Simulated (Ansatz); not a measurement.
`[CH3][Ge]([OH])([OH])[OH]` + `[BH2][GaH][SiH3]` → `[OH][Ge]([OH])([OH])[SiH3]` + `[BH2][GaH][CH3]`  (redistribution)

Program: Ansatz. Geometries: PBE0-D4/def2-TZVP. ΔE: electronic, gas phase. CBS: MP2 limit from def2 TZ/QZ plus the TZ coupled-cluster correction, frozen cores. For Ga, Ge outer-core shells are correlated without core-valence functions, which leaves a few kJ/mol of doubt a bond. Scalar relativity is left out up to krypton. Each species was taken in one conformer, which may not be the lowest.

```csv
species,SCS-MP2/def2-TZVPP energy (Eh)
`[CH3][Ge]([OH])([OH])[OH]`,-2342.67263
`[BH2][GaH][SiH3]`,-2240.78983
`[OH][Ge]([OH])([OH])[SiH3]`,-2593.67324
`[BH2][GaH][CH3]`,-1989.78095
```

(1) Work out ΔE.

Largest T1 diagnostic among the species: 0.014.

## Answers

(1) ΔE = (-2593.67324) + (-1989.78095) − (-2342.67263) − (-2240.78983) = 0.00827 Eh = +21.7 kJ/mol. CCSD(T)/CBS gives +22.3 kJ/mol.

From PBE to PBE0 (25 % exact exchange), in def2-TZVPP and without D4, ΔE moves by +3.1 kJ/mol.
